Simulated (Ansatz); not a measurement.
Ansatz (a first-principles code) input file for H₄PSi, SMILES [SiH3][PH], multiplicity 2, PBE0-D3(BJ)/def2-TZVP. 

Ansatz 0.2 input:
```yaml
crystal:
  periodic: [false, false, false]
  atoms:
    - {symbol: Si, position_ang: [0.00064203, -1.04972315, 0.00000000]}
    - {symbol: P, position_ang: [-0.09388755, 1.20773496, 0.00000000]}
    - {symbol: H, position_ang: [0.72223847, -1.55003191, 1.21442690]}
    - {symbol: H, position_ang: [-1.38690260, -1.60461248, 0.00000000]}
    - {symbol: H, position_ang: [0.72223845, -1.55003190, -1.21442692]}
    - {symbol: H, position_ang: [1.34175051, 1.28477592, -0.00000000]}
basis:
  gaussian:
    orbitals: def2-TZVP
hamiltonian:
  xc: pbe0
  dispersion: d3bj
magnetization: {spin_polarized: true, initial_magnetization: 1}
relax: {f_tol: 0.002, max_steps: 200}
```

Output:

```
WARN ansatz: RAYON_NUM_THREADS=1 ignored (pool sized by the plan → 1); use --threads N
Functional definition: PBE0
integrals: 0.03 GiB planned
726 factors; their error is unknown
mean field: 0.34 GiB planned
mean field evaluation 1: about -17223.4739 eV, gradient 7.8e0 eV
mean field evaluation 2: about -17223.8110 eV, gradient 4.6e0 eV
mean field evaluation 4: about -17223.9525 eV, gradient 3.7e-1 eV
mean field evaluation 8: about -17223.9958 eV, gradient 8.3e-3 eV
mean field evaluation 16: about -17223.9958 eV, gradient 2.4e-5 eV
mean field -17223.99577887 eV, -632.9701700298 hartree, gradient 2.4e-5 eV, S^2 0.756711; 0 other end points of the search recorded, 0 dependent functions left out
the calculation of the forces begins
reference -17223.99580749 eV, -632.9701710815 hartree; 17, 16 occupied and 81, 82 virtual orbitals, 726 factors
relax step   1: F+E_penalty+E_count = -17224.09517251 eV  Δ(F+E_penalty+E_count) = +0.000e0 eV  max|allowed force component| = 2.500e-1 eV/Å  Δτ_max = 0.0000 Å  (30 SCF iters, accepted)
these checks for a lower state are left out or cut short: starts, cluster_reference, orbital_swaps, neighbouring_geometries, increment
integrals: 0.03 GiB planned
726 factors; their error is unknown
mean field: 0.34 GiB planned
mean field -17223.99998808 eV, -632.9703247155 hartree, gradient 7.3e-5 eV, S^2 0.756692; 0 other end points of the search recorded, 0 dependent functions left out
the calculation of the forces begins
reference -17224.00001667 eV, -632.9703257662 hartree; 17, 16 occupied and 81, 82 virtual orbitals, 726 factors
relax step   2: F+E_penalty+E_count = -17224.09956935 eV  Δ(F+E_penalty+E_count) = -4.397e-3 eV  max|allowed force component| = 8.326e-2 eV/Å  Δτ_max = 0.0142 Å  (30 SCF iters, accepted)
these checks for a lower state are left out or cut short: starts, cluster_reference, orbital_swaps, neighbouring_geometries, increment
integrals: 0.03 GiB planned
726 factors; their error is unknown
mean field: 0.34 GiB planned
mean field -17224.00024484 eV, -632.9703341513 hartree, gradient 2.0e-5 eV, S^2 0.756681; 0 other end points of the search recorded, 0 dependent functions left out
the calculation of the forces begins
reference -17224.00027341 eV, -632.9703352012 hartree; 17, 16 occupied and 81, 82 virtual orbitals, 726 factors
relax step   3: F+E_penalty+E_count = -17224.09991014 eV  Δ(F+E_penalty+E_count) = -3.408e-4 eV  max|allowed force component| = 2.585e-2 eV/Å  Δτ_max = 0.0113 Å  (26 SCF iters, accepted)
these checks for a lower state are left out or cut short: starts, cluster_reference, orbital_swaps, neighbouring_geometries, increment
integrals: 0.03 GiB planned
726 factors; their error is unknown
mean field: 0.34 GiB planned
mean field evaluation 32: about -17224.0004 eV, gradient 5.6e-5 eV
mean field -17224.00042111 eV, -632.9703406291 hartree, gradient 2.1e-5 eV, S^2 0.756684; 0 other end points of the search recorded, 0 dependent functions left out
the calculation of the forces begins
reference -17224.00044969 eV, -632.9703416792 hartree; 17, 16 occupied and 81, 82 virtual orbitals, 726 factors
relax step   4: F+E_penalty+E_count = -17224.10004488 eV  Δ(F+E_penalty+E_count) = -1.347e-4 eV  max|allowed force component| = 1.658e-3 eV/Å  Δτ_max = 0.0061 Å  (25 SCF iters, accepted)
integrals: 0.03 GiB planned
726 factors; their error is unknown
mean field: 0.34 GiB planned
mean field -17224.00042111 eV, -632.9703406291 hartree, gradient 2.1e-5 eV, S^2 0.756684; 1 other end points of the search recorded, 0 dependent functions left out
the calculation of the forces begins
reference -17224.00044969 eV, -632.9703416792 hartree; 17, 16 occupied and 81, 82 virtual orbitals, 726 factors
Total energy: -17224.10007346 eV, -632.9740027852 hartree
Atom 0 at     0.002347    -1.051968     0.000000 Å, force     0.000331     0.001199    -0.000000 eV/Å
Atom 1 at    -0.088035     1.195070    -0.000000 Å, force     0.000069    -0.000371     0.000000 eV/Å
Atom 2 at     0.717435    -1.543862     1.209049 Å, force     0.001110    -0.001094     0.001579 eV/Å
Atom 3 at    -1.378436    -1.599048    -0.000000 Å, force    -0.001658     0.000941     0.000000 eV/Å
Atom 4 at     0.717435    -1.543862    -1.209049 Å, force     0.001110    -0.001094    -0.001579 eV/Å
Atom 5 at     1.335333     1.281782    -0.000000 Å, force    -0.000960     0.000418     0.000000 eV/Å
Dipole moment:     0.102731    -0.077053     0.000000 e Å
```

The run converged.

Cost: roughly 15 core-seconds.
